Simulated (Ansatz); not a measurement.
Species: RbCl (charge +1, doublet). 
Coordinates optimised at B3LYP-D3(BJ)/def2-TZVP (Ansatz, a first-principles code):
```xyz
2

Rb     0.0000     0.0000    -1.2282
Cl     0.0000     0.0000     2.6732
```
Charge +1, spin multiplicity 2.

Basis-set convergence of Hartree-Fock and CCSD correlation energies (hartree) with Ansatz. Cores are frozen in the correlated levels unless marked. UHF or UKS for open shells. No spin-orbit coupling. Frozen are the shells of the preceding noble gas and the d and f shells that filled before the atom's block. The outer core of K, Ca and their heavier congeners is not correlated, a term that matters for these elements. Past Kr the def2 sets carry scalar-relativistic core potentials.

```tsv
basis	functions	E(HF)	E(corr, CCSD)
def2-SVP	42	-482.98834	-0.12631
def2-TZVPP	82	-483.14358	-0.18207
def2-QZVPP	133	-483.15645	-0.19837
```

Extrapolating the two largest sets (X = 3 and 4) as X^-3: E(corr) = (64·(-0.19837) - 27·(-0.18207))/37 = -0.2103 Eh, an estimate of the basis-set limit. The largest set recovers 94.3 % of it, the smallest 60.1 %.
